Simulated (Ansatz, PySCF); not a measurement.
Two conformers of C3H8S2 (SMILES CSCSC), B3LYP-D3(BJ)/def2-TZVP minima.
Conformer 1 (charge 0, multiplicity 1):
```xyz
13

C      2.02210    -0.81574    -0.49039
S      1.05126    -0.33014     0.95842
C      0.18961     1.11952     0.28321
S     -0.96684     0.82864    -1.08713
C     -2.19420    -0.20034    -0.24323
H      1.36520    -0.98198    -1.34286
H      2.52935    -1.74498    -0.23655
H      2.76581    -0.05712    -0.73521
H     -0.33691     1.56862     1.12533
H      0.91464     1.84235    -0.09085
H     -2.91292    -0.52005    -0.99586
H     -2.71366     0.36542     0.53048
H     -1.71344    -1.07422     0.19388
```
Conformer 2 (charge 0, multiplicity 1, Z-matrix in Å and degrees):
```
C
H 1 1.0917
H 1 1.0917 2 109.55
S 1 1.8163 2 109.68 3 -120.45
C 4 1.8123 1 98.28 2 60.15
H 5 1.0891 4 106.70 1 -179.92
H 5 1.0902 6 108.89 4 120.10
H 5 1.0902 6 108.87 7 119.83
S 1 1.8163 2 109.68 3 120.45
C 9 1.8123 1 98.28 2 -60.11
H 10 1.0891 9 106.70 1 179.92
H 10 1.0902 11 108.89 9 -120.10
H 10 1.0902 11 108.87 12 -119.83
```

No zero-point or thermal terms.

Programs: Ansatz (a quantum-chemistry and plane-wave program); PySCF for the dispersion terms. Values without a source in brackets are computed.

**Question.** One of these levels gives 250.9 meV for the electronic energy of conformer 2 less that of conformer 1. Which one is it?
A. HF/cc-pV(T+d)Z
B. BHLYP/def2-TZVPP
C. PBE-D3(BJ)/def2-TZVPP
D. BHLYP-D4/def2-TZVPP

**Answer.** C, PBE-D3(BJ)/def2-TZVPP. The others give 128.8 (HF/cc-pV(T+d)Z), 172.7 (BHLYP/def2-TZVPP), 208.2 (BHLYP-D4/def2-TZVPP)
